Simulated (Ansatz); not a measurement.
Cost and result for the atomization energy of `[CH3][GeH]([CH3])[PH2]` (13 atoms, 12 bonds).

```json
{"atom": "C1", "x (Å)": "-1.631", "y (Å)": "0.323", "z (Å)": "0.884"}
{"atom": "Ge2", "x (Å)": "-0.235", "y (Å)": "0.253", "z (Å)": "-0.485"}
{"atom": "C3", "x (Å)": "1.499", "y (Å)": "0.742", "z (Å)": "0.278"}
{"atom": "P4", "x (Å)": "-0.237", "y (Å)": "-1.887", "z (Å)": "-1.404"}
{"atom": "H5", "x (Å)": "-2.600", "y (Å)": "0.063", "z (Å)": "0.457"}
{"atom": "H6", "x (Å)": "-1.405", "y (Å)": "-0.380", "z (Å)": "1.688"}
{"atom": "H7", "x (Å)": "-1.693", "y (Å)": "1.327", "z (Å)": "1.307"}
{"atom": "H8", "x (Å)": "-0.588", "y (Å)": "1.224", "z (Å)": "-1.634"}
{"atom": "H9", "x (Å)": "1.459", "y (Å)": "1.752", "z (Å)": "0.690"}
{"atom": "H10", "x (Å)": "1.764", "y (Å)": "0.048", "z (Å)": "1.077"}
{"atom": "H11", "x (Å)": "2.276", "y (Å)": "0.706", "z (Å)": "-0.486"}
{"atom": "H12", "x (Å)": "0.989", "y (Å)": "-1.701", "z (Å)": "-2.097"}
{"atom": "H13", "x (Å)": "0.402", "y (Å)": "-2.469", "z (Å)": "-0.275"}
```

Total charge 0; spin multiplicity 1. Correlated methods include outer-core shells of Ge, which these sets cover unevenly. Scalar relativity is left out up to krypton. The structure was optimised at the PBE0-D4/def2-TZVP level. It is one conformer, not always the lowest. Program: Ansatz. All runs use 4 threads of an Intel Xeon 6975P-C on a shared host. Times are those of one run each, without the atoms' runs, and a repeat can differ threefold. Electronic energies, without spin–orbit coupling; frozen cores. CCSD(T)/CBS adds CCSD(T) − MP2 in def2-TZVPP to the MP2 limit, and its time is that of the two runs behind it. T1 = 0.011. With those shells the extrapolation isn't a true limit. B3LYP takes the VWN-RPA correlation (the form of Gaussian; ORCA's B3LYP/G).

CCSD(T)/CBS is a level of theory with its own doubt, some kJ/mol a heavy atom from the limit and from the frozen cores, so smaller differences don't rank the functionals.

| level | functions | wall time | atomization (kJ/mol) | difference from CCSD(T)/CBS | per bond |
| --- | --- | --- | --- | --- | --- |
| BLYP-D4/def2-TZVPP | 278 | 1.5 s | 4299.5 | -37.8 | -3.1 |
| PBE0-D4/def2-TZVPP | 278 | 2.2 s | 4326.1 | -11.2 | -0.9 |
| CAM-B3LYP-D4/def2-TZVPP | 278 | 2.8 s | 4345.8 | 8.5 | 0.7 |
| r2SCANh-D4/def2-TZVPP | 278 | 3.2 s | 4323.0 | -14.3 | -1.2 |
| B3LYP-D4/def2-TZVPP (with forces) | 278 | 3.6 s | 4335.9 | -1.4 | -0.1 |
| B2PLYP/def2-TZVPP | 278 | 4.3 s | 4280.8 | -56.5 | -4.7 |
| CCSD(T)/def2-SVP | 123 | 4.4 s | 4082.8 | -254.5 | -21.2 |
| PBE-QIDH/def2-TZVPP | 278 | 4.6 s | 4303.5 | -33.8 | -2.8 |
| B97M-V/def2-TZVPP | 278 | 5.5 s | 4366.8 | 29.5 | 2.5 |
| ωB97M-V/def2-TZVPP (with forces) | 278 | 8 s | 4339.9 | 2.6 | 0.2 |
| MP2/def2-QZVPP | 543 | 20 s | 4283.4 | -53.9 | -4.5 |
| CCSD(T)/def2-TZVPP | 278 | 60 s | 4248.8 | -88.5 | -7.4 |
| CCSD(T)/CBS(def2) | – | 80 s | 4337.3 | 0.0 | 0.0 |

At CCSD(T), def2-SVP lies −254.5 kJ/mol from the extrapolated value and def2-TZVPP −88.5 kJ/mol: correlation converges slowly with the basis, and small sets miss more of it in the bonded molecule than in its fragments. In def2-TZVPP, CCSD(T) changes the Hartree–Fock value by +1031.8 kJ/mol (the triples alone add +48.7 kJ/mol) and MP2 by +1015.4 kJ/mol; breaking electron pairs costs correlation energy, which Hartree–Fock lacks. From r2SCAN to r2SCAN0 (25 % exact exchange), in def2-TZVPP and without D4, the atomization energy moves by −34.1 kJ/mol: exact exchange takes away binding that semilocal exchange gives to molecules.

For some Ge, Se and Sn compounds the MP2-based and the directly extrapolated limit differ by 10 to 25 kJ/mol.
